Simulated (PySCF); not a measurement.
HNaO, singlet, at a GFN2-xTB geometry (such geometries of metal compounds can be far from the true shape); PySCF with DF-CAMB3LYP/6-31+G*.

The PySCF input:
```python
from pyscf import gto, scf, dft

mol = gto.Mole()
mol.atom = '''
    Na   -0.60708701   -0.34567032   -0.49916222
    O     0.68596288    0.34473088    0.56471073
    H     1.19025406    1.04452643    0.97309857
'''
mol.basis = '6-31+g*'
mol.verbose = 4
mol.build()

mf = dft.RKS(mol)
mf.xc = 'camb3lyp'
mf = mf.density_fit(auxbasis='def2-universal-jkfit')
mf.kernel()
```

Question: Predict the main parts of the log of this PySCF run.

Answer: 
```
PySCF version 2.14.0

[INPUT] verbose = 4
[INPUT] num. atoms = 3
[INPUT] num. electrons = 20
[INPUT] charge = 0
[INPUT] spin (= nelec alpha-beta = 2S) = 0
[INPUT] symmetry False subgroup None
[INPUT] Mole.unit = angstrom
[INPUT] Symbol           X                Y                Z      unit          X                Y                Z       unit  Magmom
[INPUT]  1 Na    -0.607087010000  -0.345670320000  -0.499162220000 AA   -1.147228182681  -0.653222234191  -0.943279887530 Bohr   0.0
[INPUT]  2 O      0.685962880000   0.344730880000   0.564710730000 AA    1.296281974818   0.651446949880   1.067148619303 Bohr   0.0
[INPUT]  3 H      1.190254060000   1.044526430000   0.973098570000 AA    2.249254192052   1.973868882570   1.838889789506 Bohr   0.0

nuclear repulsion = 32.2966517598208
number of shells = 20
number of NR pGTOs = 90
number of NR cGTOs = 42
basis = 6-31+g*
ecp = {}

******** <class 'pyscf.df.df_jk.DFRKS'> ********
method = DFRKS
initial guess = minao
damping factor = 0
level_shift factor = 0
DIIS = <class 'pyscf.scf.diis.CDIIS'>
diis_start_cycle = 1
diis_space = 8
diis_damp = 0
SCF conv_tol = 1e-09
SCF conv_tol_grad = None
SCF max_cycles = 50
direct_scf = False
XC library pyscf.dft.libxc version 7.1.2
    S. Lehtola, C. Steigemann, M. J. T. Oliveira, and M. A. L. Marques,  SoftwareX 7, 1–5 (2018)
XC functionals = camb3lyp
    T. Yanai, D. P. Tew, and N. C. Handy,  Chem. Phys. Lett. 393, 51 (2004)
radial grids:
    Treutler-Ahlrichs [JCP 102, 346 (1995); DOI:10.1063/1.469408] (M4) radial grids

becke partition: Becke, JCP 88, 2547 (1988); DOI:10.1063/1.454033
pruning grids: <function nwchem_prune>
grids dens level: 3
symmetrized grids: False
atomic radii adjust function: <function treutler_atomic_radii_adjust>
small_rho_cutoff = 0
Set gradient conv threshold to 3.16228e-05
Initial guess from minao.
tot grids = 41992
******** <class 'pyscf.df.df.DF'> ********
auxbasis = def2-universal-jkfit
Create RSH-DF object <pyscf.df.df.DF object> for omega=0.33
******** <class 'pyscf.df.df.DF'> ********
auxbasis = auxmol.basis = def2-universal-jkfit
init E= -237.901212442685
  HOMO = -0.464510959244313  LUMO = -0.0831996354502458  gap/eV = 10.37601
cycle= 1 E= -237.891758353998  delta_E= 0.00945  |g|= 0.937  |ddm|= 1.25
  HOMO = -0.0171443376127653  LUMO = -0.0106349442366604  gap/eV = 0.17713
cycle= 2 E= -236.264097210603  delta_E= 1.63  |g|= 2.48  |ddm|= 1.96
  HOMO = -0.303153515490688  LUMO = -0.0415628833892288  gap/eV = 7.11824
cycle= 3 E= -238.069402069712  delta_E= -1.81  |g|= 0.145  |ddm|= 1.62
  HOMO = -0.245783454612398  LUMO = -0.0337038929194518  gap/eV = 5.77098
cycle= 4 E= -238.076730878999  delta_E= -0.00733  |g|= 0.0282  |ddm|= 0.176
  HOMO = -0.250821538894761  LUMO = -0.0310300581508232  gap/eV = 5.98083
cycle= 5 E= -238.076909488042  delta_E= -0.000179  |g|= 0.0119  |ddm|= 0.0277
  HOMO = -0.25402592240984  LUMO = -0.0308137322809672  gap/eV = 6.07391
cycle= 6 E= -238.076943476404  delta_E= -3.4e-05  |g|= 0.00295  |ddm|= 0.00997
  HOMO = -0.254795559343788  LUMO = -0.030763726086275  gap/eV = 6.09622
cycle= 7 E= -238.076946776757  delta_E= -3.3e-06  |g|= 0.000237  |ddm|= 0.00378
  HOMO = -0.254820989842514  LUMO = -0.0307619103367807  gap/eV = 6.09696
cycle= 8 E= -238.076946920347  delta_E= -1.44e-07  |g|= 8.17e-05  |ddm|= 0.00114
  HOMO = -0.254797620136565  LUMO = -0.0307609767343133  gap/eV = 6.09635
cycle= 9 E= -238.076946925558  delta_E= -5.21e-09  |g|= 1.62e-05  |ddm|= 0.000222
  HOMO = -0.254793345537491  LUMO = -0.0307612392265475  gap/eV = 6.09622
cycle= 10 E= -238.076946925689  delta_E= -1.31e-10  |g|= 2.08e-06  |ddm|= 2.71e-05
  HOMO = -0.254792776597085  LUMO = -0.0307612296003299  gap/eV = 6.09621
Extra cycle  E= -238.076946925695  delta_E= -5.85e-12  |g|= 1.48e-06  |ddm|= 5.36e-06
converged SCF energy = -238.076946925695
```
